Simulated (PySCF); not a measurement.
Delta-SCF ions had no search for a lower state. Excitations are Tamm–Dancoff values on a coarser integration grid. The basis has no diffuse functions, so Rydberg states are missing or too high.

**C4H6SSi, SMILES `[SiH3]c1sccc1` (charge 0, multiplicity 1)**

Level of theory: PBE0-D3(BJ)/def2-TZVP (PySCF).

```yaml
HOMO: -7.02 eV
dipole_moment: 1.07 D
HOMO–LUMO gap: 6.20 eV
LUMO: -0.82 eV
S1 excitation (TDA): 5.74 eV
S1 oscillator strength: 0.153
brightest of the four lowest singlets (TDA): 5.89 eV
T1 excitation (TDA): 3.70 eV
S1–T1 gap (TDA): 2.04 eV
vertical ionisation energy (Delta-SCF): 8.82 eV
total_energy: -843.3469 Ha
cost: roughly 6 core-minutes
```

```xyz
12

Si    -2.2115    -0.1535     0.0474
C     -0.3579    -0.1861     0.0715
C      0.4870     0.8240    -0.3231
C      1.8573     0.5031    -0.1879
C      2.0458    -0.7534     0.3104
S      0.5610    -1.5298     0.6089
H     -2.6210     1.1730    -0.4800
H     -2.7605    -1.2249    -0.8242
H     -2.7740    -0.3407     1.4103
H      0.1271     1.7729    -0.7008
H      2.6677     1.1712    -0.4473
H      2.9792    -1.2559     0.5149
```
